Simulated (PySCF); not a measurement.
# Computed structure and properties of Er(NO3)3

System: Er(NO3)3 (singlet in the valence; each metal's 4f electrons, 11 of them, lie in its core potential, out of spins and levels); start: displaced along the imaginary mode (D3). Method: PySCF 2.14.0, RKS PBE0, Er lcecp-1-SVP with ECP57, O def2-SVP, N def2-SVP; non-relativistic Hamiltonian with scalar-relativistic core potentials where named; density fitting; no spin-orbit coupling.

Input of the relaxation:

```python
mol = gto.M(atom='''
Er     0.00000    -0.00000     0.00000
O      2.03055    -0.25000     1.07013
O      2.03056     0.25000    -1.07013
N      2.73449    -0.00001     0.00000
O      3.91411    -0.00001     0.00000
O     -0.79877     1.88351     1.07013
O     -1.23178     1.63351    -1.07013
N     -1.36724     2.36814     0.00000
O     -1.95705     3.38972     0.00000
O     -1.23179    -1.63351     1.07013
O     -0.79878    -1.88351    -1.07013
N     -1.36725    -2.36814    -0.00000
O     -1.95706    -3.38972    -0.00000''',
    basis={'Er': 'lcecp-1-SVP', 'O': 'def2-SVP', 'N': 'def2-SVP'},
    ecp={'Er': 'lcecp-1-SVP'},
    charge=0, spin=0)
mf = dft.RKS(mol, xc='PBE0')
mf.grids.atom_grid = (50, 194)  # f atoms: unpruned, at least (60, 302)
mf = mf.density_fit()  # fitting sets: Er AutoAux, O def2-universal-JKFIT, N def2-universal-JKFIT
mf.conv_tol = 1e-08; mf.max_cycle = 55
mf.kernel(dm0)  # dm0: converged density of the start geometry
# quasi-Newton relaxation in Cartesian coordinates to a largest gradient under 0.00045 Eh/bohr, steps kept in the point group
```

Run from Python with OMP_NUM_THREADS=4; the lines above give its settings. Where DIIS fails, smearing, a level shift and second-order steps follow.
It took 55 s on 4 threads of Arm Neoverse V2 (shared host), from the converged density of the start.

Course of the relaxation:

```json
{"step": "0", "energy above end (eV)": "0.1237", "largest force component within the symmetry (eV/Å)": "1.360"}
{"step": "1", "energy above end (eV)": "0.0038", "largest force component within the symmetry (eV/Å)": "0.362"}
{"step": "2", "energy above end (eV)": "0.0009", "largest force component within the symmetry (eV/Å)": "0.196"}
{"step": "3", "energy above end (eV)": "0.0001", "largest force component within the symmetry (eV/Å)": "0.022"}
{"step": "4", "energy above end (eV)": "0.0000", "largest force component within the symmetry (eV/Å)": "0.014"}
```

Relaxed geometry (D3):

```xyz
13

Er    0.0000    0.0000    0.0000
O     2.0312   -0.2413    1.0426
O     2.0312    0.2413   -1.0426
N     2.7351    0.0000    0.0000
O     3.9145    0.0000    0.0000
O    -0.8066    1.8797    1.0426
O    -1.2246    1.6384   -1.0426
N    -1.3675    2.3687    0.0000
O    -1.9572    3.3901    0.0000
O    -1.2246   -1.6384    1.0426
O    -0.8066   -1.8797   -1.0426
N    -1.3676   -2.3687    0.0000
O    -1.9573   -3.3901    0.0000
```

```
      contact      Å
 Er1–O3 (NO3)  2.296
 Er1–O6 (NO3)  2.296
Er1–O10 (NO3)  2.296
```

On the finer grid (75, 302):

The HOMO is -9.54 eV and the LUMO is -2.87 eV. The dipole about the centre of mass is 0.00 D. The set of Mulliken populations of Er1 outside the core potential is s 2.26, p 6.32, d 1.03, f 0.06 and the D3(BJ) dispersion energy (not in the energies) is -0.284 eV.

| atom | Mulliken (e) | Löwdin (e) | spin (e) |
| --- | --- | --- | --- |
| Er1 | 1.33 | 0.60 | 0.00 |
| O2 | -0.38 | -0.22 | 0.00 |
| O3 | -0.38 | -0.22 | 0.00 |
| N4 | 0.46 | 0.35 | 0.00 |
| O5 | -0.15 | -0.10 | 0.00 |
| O6 | -0.38 | -0.22 | 0.00 |
| O7 | -0.38 | -0.22 | 0.00 |
| N8 | 0.46 | 0.35 | 0.00 |
| O9 | -0.15 | -0.10 | 0.00 |
| O10 | -0.38 | -0.22 | 0.00 |
| O11 | -0.38 | -0.22 | 0.00 |
| N12 | 0.46 | 0.35 | 0.00 |
| O13 | -0.15 | -0.10 | 0.00 |

The 4f levels lie in the core potential and are missing. Their spin isn't counted.

On the grid (50, 194), as all that follows. Harmonic modes: a minimum within the noise of the softest modes; lowest 38 cm⁻¹ (negative: unstable), highest 1832 cm⁻¹, zero-point energy 1.383 eV.

Taking off one NO3 (charge -1, singlet; the rest: singlet) in vacuum, both parts rigid, costs 9.45 eV; the small basis without counterpoise inflates it. Most of it is the attraction of opposite charges; other ways to part are cheaper, and one spin state was tried for the rest.

Rigid scan of NO3 along the line from its metal:

distance to the donors' midpoint (Å), energy (eV) and a bar:
```
     1.73      0.902 ##############################
     1.83      0.353 ############
     1.93      0.077 ###
     2.03      0.000 
     2.13      0.065 ##
     2.23      0.230 ########
```

One start shape was tried, so this needn't be the lowest isomer.

An lcecp potential fixes the number of 4f electrons, so in runs with it no electron can move into or out of that shell.
